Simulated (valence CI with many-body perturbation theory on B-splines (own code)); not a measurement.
Results of a calculation; reference values are marked as such.
**Br XV: input, log and results**

Level of theory: configuration interaction combined with many-body perturbation theory (CI+MBPT): three valence electrons over a frozen Dirac-Fock core [Ar], radial functions for each j: 6 s, 6 p, 5 d, 5 f, 1 g, with the one-electron correlation potential Σ1 (screened to all orders), the two-electron term Σ2, the three-electron term Σ3, model QED; selected single and double excitations, second order for the rest, scaled by the run's own slope (own B-spline code, finite nucleus).

Command, and the settings that its task file holds:

```sh
python run_cv.py task.json out
```

```
atom Br  Z=35  mass_number=79  rms_radius_fm=4.1629
core [Ar]
valence 3d3
avg = 1
basis = S
breit = 0
cap = 10000
capref = 1200
cscale = 1
de = 0.0
dress = 0
eps = 2e-08
extrap = 1
h = 0.27
hh = 1
l2 = 3
lcore = 6
maxit = 60
n2 = 5
natural = 1
nlev = 21
nno = [3, 3, 3, 3, 1]
nroot = 26
nsp = [3, 3, 2, 2, 0]
pt2 = 1
qed = 1
rpa = 1
s1 = 1
s2 = 1
s3 = 1
screen = 1
tol = 2e-05
whole = 1
```

It took 18 s on 1 thread of Arm Neoverse V1 (shared host).

Log. The first blocks belong to the next ion, which gives the ionisation energy. Fields: 2J, parity (1 odd), roots, reference size, generating configurations, candidates as configurations/state functions, variational space P, stored matrix elements, Davidson steps; e2 is the range of second-order energies in hartree. The first line gives the box (bohr), its intervals, the orbitals and the steps of their self-consistent field. Window is the range of levels sought, series limit the energy at which the first omitted orbital would enter, core excitation an estimate of the first excitation out of the core, left out the lowest levels not solved, and shifts from estimates the range by which levels moved from their first estimate, all in cm⁻¹.

```
rmax 7.6 intervals 61 orbitals 40 references ['3d3', '3d2 4s', '3d2 4p'] scf 4 t 0.9
2J=4 par=0 roots 2 ref 42 generators 3 cand 279/279 P 321/321 nnz 0 it 0
2J=4 par=0 roots 2 ref 42 generators 6 cand 14/14 P 335/335 nnz 0 it 0
   second order: generators 13 cand 0/0 e2 -0.00000 -0.00000
2J=6 par=0 roots 2 ref 32 generators 4 cand 233/233 P 265/265 nnz 0 it 0
2J=6 par=0 roots 2 ref 32 generators 10 cand 9/9 P 274/274 nnz 0 it 0
   second order: generators 16 cand 8/8 e2 -0.00000 -0.00000
2J=8 par=0 roots 2 ref 24 generators 2 cand 178/178 P 202/202 nnz 0 it 0
2J=8 par=0 roots 2 ref 24 generators 5 cand 18/18 P 220/220 nnz 0 it 0
   second order: generators 9 cand 0/0 e2 -0.00000 -0.00000
reference levels 431, estimated 19, window 157020 1/cm; series limit 2750694, core excitation 771301
2J=3 par=0 roots 5 ref 31 generators 4 cand 101/224 P 721/1756 nnz 0 it 3
2J=3 par=0 roots 5 ref 31 generators 5 cand 109/266 P 830/2022 nnz 0 it 4
   second order: generators 8 cand 942/1963 e2 -0.00001 -0.00000
2J=5 par=0 roots 5 ref 33 generators 3 cand 95/236 P 703/1976 nnz 0 it 3
2J=5 par=0 roots 5 ref 33 generators 3 cand 78/195 P 781/2171 nnz 0 it 3
   second order: generators 6 cand 1131/3162 e2 -0.00001 -0.00000
2J=7 par=0 roots 3 ref 25 generators 2 cand 111/258 P 646/1783 nnz 0 it 3
2J=7 par=0 roots 3 ref 25 generators 2 cand 71/180 P 717/1963 nnz 0 it 3
   second order: generators 4 cand 788/2277 e2 -0.00001 -0.00000
2J=9 par=0 roots 3 ref 18 generators 3 cand 92/190 P 572/1399 nnz 0 it 5
2J=9 par=0 roots 3 ref 18 generators 3 cand 58/124 P 630/1523 nnz 0 it 4
   second order: generators 4 cand 412/1207 e2 -0.00000 -0.00000
2J=1 par=0 roots 2 ref 19 generators 2 cand 93/144 P 639/1012 nnz 0 it 0
2J=1 par=0 roots 2 ref 19 generators 2 cand 46/72 P 685/1084 nnz 0 it 0
   second order: generators 4 cand 480/649 e2 -0.00000 -0.00000
2J=11 par=0 roots 1 ref 6 generators 1 cand 52/118 P 397/876 nnz 0 it 0
2J=11 par=0 roots 1 ref 6 generators 1 cand 36/62 P 433/938 nnz 0 it 0
   second order: generators 2 cand 446/1219 e2 -0.00000 -0.00000
left out: unestimated 1517867, estimated none, shifts from estimates -3 to 0
operators 1.3
```

The Davidson iterations converged.

No measured spectrum was set against this ion. As an estimate, terms of the open shell hold to 2 to 4 % of their energy, and close levels can change places. Only levels of the ground parity were solved; by the run's estimate the other parity begins above the list, which can be wrong where configurations are misplaced.

```
Valence energy                            : -58.48845 hartree
Ionisation energy                         : 482.31 eV (NIST: 481 ± 3 eV (theoretical))
Reference configurations for the orbitals : 3d3, 3d2 4s, 3d2 4p
Radial orbitals                           : 40
Box radius                                : 7.641 bohr
Largest variational space                 : 2171
Lowest levels                             : 3d3 4F_3/2 0.0000, 3d3 4F_5/2 0.6546, 3d3 4F_7/2 1.417, 3d3 4F_9/2 2.211, 3d3 4P_3/2 5.088, 3d3 4P_1/2 5.215, 3d3 2G_7/2 5.978, 3d3 4P_5/2 6.217, 3d3 2G_9/2 6.378, 3d3 2D_3/2 [a] 7.325, 3d3 2P_1/2 7.786, 3d3 2H_9/2 8.550, 3d3 2H_11/2 8.587, 3d3 2D_5/2 [a] 8.838 eV
```

Names give the largest LS component (configuration and term), which can be under half, so a name can repeat, a term be missing and a line seem to break the LS rules; names also repeat where a configuration has a term twice. Letters in brackets count levels of one name in rising energy.
